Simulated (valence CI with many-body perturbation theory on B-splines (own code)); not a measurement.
## A CI+MBPT run for Kr⁴⁺

Computed by configuration interaction combined with many-body perturbation theory (CI+MBPT): four valence electrons over a frozen Dirac-Fock core [Ar] 3d10, radial functions for each j: 11 s, 11 p, 9 d, 7 f, 5 g, 2 h, 1 i, with the one-electron correlation potential Σ1 (screened to all orders), the two-electron term Σ2, the three-electron term Σ3, Breit, model QED; selected single and double excitations, second order for the rest, scaled by the run's own slope (own B-spline code, finite nucleus).

Command, and the settings that its task file holds:

```sh
python run_cv.py task.json out
```

```
atom Kr  Z=36  mass_number=84  rms_radius_fm=4.1884
core [Ar] 3d10
valence 4s2 4p2
avg = 1
basis = L
breit = 1
cap = 40000
capref = 1200
cscale = 1
de = 0.0
dress = 0
eps = 2e-08
extrap = 1
h = 0.27
hh = 1
l2 = 3
lcore = 6
maxit = 60
n2 = 5
natural = 1
nlev = 60
nno = [7, 7, 6, 5, 4, 2, 1]
nroot = 26
nsp = [4, 4, 3, 2, 1, 0, 0]
pt2 = 1
qed = 1
rpa = 1
s1 = 1
s2 = 1
s3 = 1
screen = 1
tol = 2e-05
whole = 1
```

It took 6.6 min on 1 thread of Intel(R) Xeon(R) Processor @ 2.30GHz, on a shared host.

Log. The first blocks belong to the next ion, which gives the ionisation energy. Fields: 2J, parity (1 odd), roots, reference size, generating configurations, candidates as configurations/state functions, variational space P, stored matrix elements, Davidson steps; e2 is the range of second-order energies in hartree. The first line gives the box (bohr), its intervals, the orbitals and the steps of their self-consistent field. Window is the range of levels sought, series limit the energy at which the first omitted orbital would enter, core excitation an estimate of the first excitation out of the core, left out the lowest levels not solved, and shifts from estimates the range by which levels moved from their first estimate, all in cm⁻¹.

```
rmax 21.6 intervals 65 orbitals 81 references ['4s2 4p2', '4s 4p3', '4s2 4p 4d'] scf 7 t 1.9
2J=1 par=1 roots 2 ref 34 generators 11 cand 2638/3948 P 2665/3982 nnz 2.2e+06 it 7
2J=1 par=1 roots 2 ref 34 generators 43 cand 1875/2905 P 4540/6887 nnz 5e+06 it 5
   second order: generators 82 cand 21003/32216 e2 -0.00006 -0.00003
2J=3 par=1 roots 2 ref 51 generators 16 cand 2025/3941 P 2060/3992 nnz 2.8e+06 it 7
2J=3 par=1 roots 2 ref 51 generators 49 cand 2126/4638 P 4186/8630 nnz 9.3e+06 it 6
   second order: generators 83 cand 26532/56892 e2 -0.00006 -0.00004
reference levels 575, estimated 280, window 316482 1/cm; series limit 439746, core excitation 733349
2J=0 par=0 roots 9 ref 28 generators 44 cand 3340/5444 P 5168/7997 nnz 3.9e+06 it 14
2J=0 par=0 roots 9 ref 28 generators 104 cand 12008/21371 P 17176/29368 nnz 3.2e+07 it 12
   second order: generators 242 cand 167294/354594 e2 -0.00024 -0.00005
2J=2 par=0 roots 11 ref 56 generators 49 cand 1603/5272 P 2595/7969 nnz 5.6e+06 it 10
2J=2 par=0 roots 11 ref 56 generators 124 cand 8363/32026 P 10958/39995 nnz 8.3e+07 it 12
   second order: generators 292 cand 195379/969673 e2 -0.00066 -0.00017
2J=4 par=0 roots 14 ref 66 generators 56 cand 1257/4778 P 2324/7983 nnz 6.5e+06 it 13
2J=4 par=0 roots 14 ref 66 generators 130 cand 6579/31899 P 8903/39882 nnz 8.6e+07 it 13
   second order: generators 327 cand 228259/1613972 e2 -0.00307 -0.00034
2J=4 par=1 roots 10 ref 95 generators 44 cand 1513/5432 P 2373/7992 nnz 6.8e+06 it 9
2J=4 par=1 roots 10 ref 95 generators 112 cand 6412/32000 P 8785/39992 nnz 8.9e+07 it 9
   second order: generators 269 cand 214526/1462923 e2 -0.00179 -0.00015
2J=2 par=1 roots 10 ref 84 generators 49 cand 1856/5418 P 2894/7987 nnz 5.9e+06 it 9
2J=2 par=1 roots 10 ref 84 generators 125 cand 8154/31969 P 11048/39956 nnz 7.9e+07 it 10
   second order: generators 283 cand 195976/974621 e2 -0.00086 -0.00017
2J=6 par=1 roots 5 ref 75 generators 30 cand 1472/5393 P 2341/7941 nnz 6.8e+06 it 8
2J=6 par=1 roots 5 ref 75 generators 82 cand 5711/31872 P 8052/39813 nnz 9.6e+07 it 9
   second order: generators 194 cand 187430/1570840 e2 -0.00116 -0.00046
2J=0 par=1 roots 4 ref 33 generators 30 cand 3648/6042 P 5568/8757 nnz 4.2e+06 it 7
2J=0 par=1 roots 4 ref 33 generators 76 cand 11040/18948 P 16608/27705 nnz 2.8e+07 it 8
   second order: generators 180 cand 158837/332437 e2 -0.00021 -0.00009
2J=8 par=1 roots 2 ref 44 generators 19 cand 1506/6397 P 2312/8927 nnz 7e+06 it 5
2J=8 par=1 roots 2 ref 44 generators 47 cand 6052/32248 P 8364/41175 nnz 1e+08 it 7
   second order: generators 98 cand 136969/1196861 e2 -0.00049 -0.00048
2J=6 par=0 roots 9 ref 43 generators 47 cand 1334/5594 P 2123/8052 nnz 6.6e+06 it 9
2J=6 par=0 roots 9 ref 43 generators 118 cand 5503/31793 P 7626/39845 nnz 9e+07 it 12
   second order: generators 282 cand 229624/1980602 e2 -0.00176 -0.00059
2J=8 par=0 roots 6 ref 22 generators 30 cand 1458/5396 P 2310/7920 nnz 6.3e+06 it 12
2J=8 par=0 roots 6 ref 22 generators 84 cand 5555/32067 P 7865/39987 nnz 9.7e+07 it 10
   second order: generators 188 cand 176458/1597717 e2 -0.00141 -0.00034
2J=10 par=0 roots 3 ref 6 generators 17 cand 1488/6105 P 2577/8814 nnz 6.9e+06 it 6
2J=10 par=0 roots 3 ref 6 generators 56 cand 5831/31143 P 8408/39957 nnz 9.8e+07 it 9
   second order: generators 115 cand 149679/1320587 e2 -0.00075 -0.00019
left out: unestimated 437921, estimated 339689, shifts from estimates -164 to 145
operators 3.1
```

The Davidson iterations converged.

Against 35 measured levels this calculation errs by 129 cm⁻¹ on average and by 744 at most. These come from a selection out of Saloman, J. Phys. Chem. Ref. Data 36, 215 (2007). Levels without a partner in it may be off by more. Among the levels kept, up to 390 cm⁻¹ of a level comes from second order outside the variational space, and about a tenth of that is noise between levels of different J, which matters for small intervals. 4 measured levels below the end of the list, from 307667 cm⁻¹ on, found no clear computed partner, and computed levels of the same name lie up to 40129 cm⁻¹ from them.

```yaml
Valence_energy: -13.87752 hartree
Ionisation_energy: "64.344 eV (NIST: 64.69 ± 0.2 eV (semi-empirical))"
Reference_configurations_for_the_orbitals: 4s2 4p2, 4s 4p3, 4s2 4p 4d
Radial_orbitals: 81
Box_radius: 21.64 bohr
Largest_variational_space: 41175
Lowest_levels: 4s2.4p2 3P_0 0.000, 4s2.4p2 3P_1 0.464, 4s2.4p2 3P_2 0.941, 4s2.4p2 1D_2 2.446, 4s2.4p2 1S_0 4.864, 4s.4p3 5S°_2 12.084, 4s.4p3 3D°_1 16.052, 4s.4p3 3D°_2 16.067, 4s.4p3 3D°_3 16.220, 4s.4p3 3P°_0 18.320, 4s.4p3 3P°_1 18.364, 4s.4p3 3P°_2 18.411, 4s.4p3 1D°_2 20.234, 4s.4p3 3S°_1 22.966 eV
```

Names give the largest LS component (configuration and term), which can be under half, so a name can repeat, a term be missing and a line seem to break the LS rules; names also repeat where a configuration has a term twice.
